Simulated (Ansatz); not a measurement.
One geometry of the cluster Li8H8⁻, several levels of theory.

```yaml
crystal:
  periodic: [false, false, false]
  atoms:
    - {symbol: Li, position_ang: [-0.220238, 0.150540, 2.216920]}
    - {symbol: Li, position_ang: [1.657393, 2.196318, 0.032377]}
    - {symbol: Li, position_ang: [-0.399635, -1.816624, 0.693243]}
    - {symbol: Li, position_ang: [-2.583523, -0.823187, 0.057448]}
    - {symbol: Li, position_ang: [-0.953630, -1.167606, -1.842345]}
    - {symbol: Li, position_ang: [1.742527, -0.255980, 0.650895]}
    - {symbol: Li, position_ang: [-0.639481, 1.133900, -0.516957]}
    - {symbol: Li, position_ang: [1.590818, 0.519076, -1.864058]}
    - {symbol: H, position_ang: [0.651381, 2.111319, -1.418630]}
    - {symbol: H, position_ang: [0.918333, -1.270507, 1.927365]}
    - {symbol: H, position_ang: [0.413138, -0.534750, -0.670122]}
    - {symbol: H, position_ang: [-2.098648, 0.277038, -1.250368]}
    - {symbol: H, position_ang: [-1.727875, -0.534445, 1.595418]}
    - {symbol: H, position_ang: [0.549380, 1.479209, 1.279081]}
    - {symbol: H, position_ang: [2.783137, 0.840775, -0.359715]}
    - {symbol: H, position_ang: [-1.683098, -2.305075, -0.530553]}
basis:
  gaussian: {orbitals: def2-TZVPD, initial_orbitals: start.molden}
total_charge: -1
magnetization: {spin_polarized: true, initial_magnetization: 1}
hamiltonian: {xc: pbe0, dispersion: d4}
scf: {omitted_lower_state_checks: [starts]}
output: {orbitals: {seedname: orbitals}}
```

The file start.molden holds the orbitals of an earlier run on this structure, at another level or in another basis.

```sh
$ ansatz run in.yaml --threads 4 --pin off --events-out ev --progress --plain --max-ram 3916MiB
```

Output, abridged:

```
Functional definition: PBE0
  name "PBE0"
  cite "Adamo & Barone, J. Chem. Phys. 110, 6158 (1999) doi:10.1063/1.478522"
  cite "Perdew, Burke & Ernzerhof, Phys. Rev. Lett. 77, 3865 (1996) doi:10.1103/PhysRevLett.77.3865"
  parent pbe
  parameter a = 0.25
  parameter kappa = 0.804
  parameter beta = 0.06672455060314922
  exchange = (1 - a)*pbe_x(kappa = kappa, mu = beta*pi^2/3) + a*exact_x
  correlation = pbe_c(beta = beta)
these checks for a lower state are left out or cut short: starts
1728 factors; their error is unknown
mean field evaluation 1: about -1766.6702 eV, gradient 2.4e1 eV
mean field evaluation 2: about -1767.3846 eV, gradient 8.7e-1 eV
mean field evaluation 4: about -1767.4217 eV, gradient 1.2e-1 eV
mean field evaluation 8: about -1767.4221 eV, gradient 2.1e-5 eV
mean field -1767.42208605 eV, -64.9515636606 hartree, gradient 2.1e-5 eV, S^2 0.750348; 0 other end points of the search recorded, 0 dependent functions left out
reference -1767.42213965 eV, -64.9515656304 hartree; 17, 16 occupied and 191, 192 virtual orbitals, 1728 factors
Total energy: -1767.83171540 eV, -64.9666172615 hartree
Checks for a lower state left out: starts
```

It took 8.5 s on 4 threads of Arm Neoverse V1 on a shared host, peak host memory 0.75 GiB.

First input, but with `hamiltonian: {xc: {name: B2PLYP}}` and without the key `output` (abridged; 12 s):

```
Functional definition: B2PLYP
mean field -1765.77948520 eV, -64.8911991926 hartree, gradient 2.1e-6 eV, S^2 0.750248
second order -14.88487227 eV of doubles, -0.00000000 eV of singles
Total energy: -1769.79857645 eV, -65.0388980720 hartree
Checks for a lower state left out: starts
```

The first input with `hamiltonian: {xc: {name: wB97X-V}}` (abridged; 28 s):

```
Functional definition: wB97X-V
mean field -1771.26833955 eV, -65.0929108698 hartree, gradient 3.5e-5 eV, S^2 0.750274
Total energy: -1771.26833974 eV, -65.0929108768 hartree
Checks for a lower state left out: starts
```

First input, but with `hamiltonian: {xc: {name: BLYP}, dispersion: d4}` (abridged; 7.5 s):

```
Functional definition: BLYP
mean field -1770.53507772 eV, -65.0659639943 hartree, gradient 9.0e-6 eV, S^2 0.750301
Total energy: -1771.50923508 eV, -65.1017636170 hartree
Checks for a lower state left out: starts
```

First input, but with `hamiltonian: {xc: {name: PBE-QIDH}}` and without the key `output` (abridged; 11 s):

```
Functional definition: PBE-QIDH
mean field -1763.25363352 eV, -64.7983758556 hartree, gradient 4.0e-6 eV, S^2 0.750306
second order -14.02998375 eV of doubles, -0.00000000 eV of singles
Total energy: -1767.93032004 eV, -64.9702409152 hartree
Checks for a lower state left out: starts
```

First input, but with `gaussian: {orbitals: STO-3G}`, `hamiltonian: {xc: hf}` (abridged; 0.2 s):

```
Functional definition: HF
mean field -1723.03801848 eV, -63.3204792619 hartree, gradient 4.1e-5 eV, S^2 0.751705
Total energy: -1723.03801848 eV, -63.3204792619 hartree
Checks for a lower state left out: starts
```

First input, but with `gaussian: {orbitals: def2-SVPD, initial_orbitals: start.molden}`, `correlation: {method: ccsd_t}`, `scf: {omitted_lower_state_checks: [starts, cluster_reference]}` and without the key `hamiltonian` (abridged; 9.1 min):

```
Functional definition: HF
mean field -1750.21911988 eV, -64.3193663145 hartree, gradient 8.3e-6 eV, S^2 0.750433
second order -6.88463001 eV of doubles, -0.00000000 eV of singles
cycle   1  -8.23178973 eV  change    -1.3e0 eV  update   9.1e-2
cycle   2  -8.72577728 eV  change   -4.9e-1 eV  update   3.4e-2
cycle   3  -8.73606819 eV  change   -1.0e-2 eV  update   1.3e-2
cycle   4  -8.73285284 eV  change    3.2e-3 eV  update   7.0e-3
cycle   5  -8.73168277 eV  change    1.2e-3 eV  update   3.7e-3
cycle   6  -8.73151625 eV  change    1.7e-4 eV  update   1.9e-3
cycle   7  -8.73201505 eV  change   -5.0e-4 eV  update   9.0e-4
cycle   8  -8.73235993 eV  change   -3.4e-4 eV  update   3.9e-4
cycle   9  -8.73235619 eV  change    3.7e-6 eV  update   2.0e-4
cycle  10  -8.73223963 eV  change    1.2e-4 eV  update   9.3e-5
cycle  11  -8.73222411 eV  change    1.6e-5 eV  update   4.4e-5
cycle  12  -8.73222899 eV  change   -4.9e-6 eV  update   2.4e-5
perturbative correction -0.12768690 eV, -0.0046924069 hartree
Total energy: -1759.07903577 eV, -64.6449622178 hartree
Checks for a lower state left out: starts, cluster_reference
```

Geometry: r2SCAN-D4/def2-SVPD.

Correlated methods freeze no core orbitals; core or outer-core shells of Li are correlated, in sets that lack core-valence functions. At PBE0-D4/def2-TZVPD, BLYP-D4/def2-TZVPD, HF/STO-3G the highest occupied level of the charge -1 doublet lies above zero (up to 1.15 eV). In Hartree–Fock with STO-3G the lack of diffuse functions raises the level. By energy differences its removal costs 0.61 eV (vertical, to the charge 0 singlet, at PBE0-D4/def2-TZVPD). The structure comes from a short search, and lower isomers may exist.
